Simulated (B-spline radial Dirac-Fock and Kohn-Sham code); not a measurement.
**Relativistic shifts of the levels of Yb⁵⁴⁺**

System: Yb⁵⁴⁺ in the configuration [Ne] 3s2 3p4.

Both columns are ΔSCF binding energies of the configuration average from an atomic code on a B-spline grid: non-relativistic Hartree-Fock with a point nucleus, and Dirac-Fock with a finite nucleus and the Coulomb interaction alone, averaged over the two j levels with weights 2j+1.

```
shell  Hartree-Fock (eV)  Dirac-Fock (eV)  shift (eV)  shift (%)
   1s            61164.0          65662.2    +4498.18      +7.35
   2s            13153.4          14399.0    +1245.63      +9.47
   3s             5300.9           5678.3     +377.37      +7.12
   3p             5153.0           5319.2     +166.25      +3.23
```

Relativity binds 1s, 2s, 3s, 3p more strongly, among those listed most of all 2s in relative terms.

Values without a named source are computed, but for edge energies of neutral atoms, which are taken from tables.
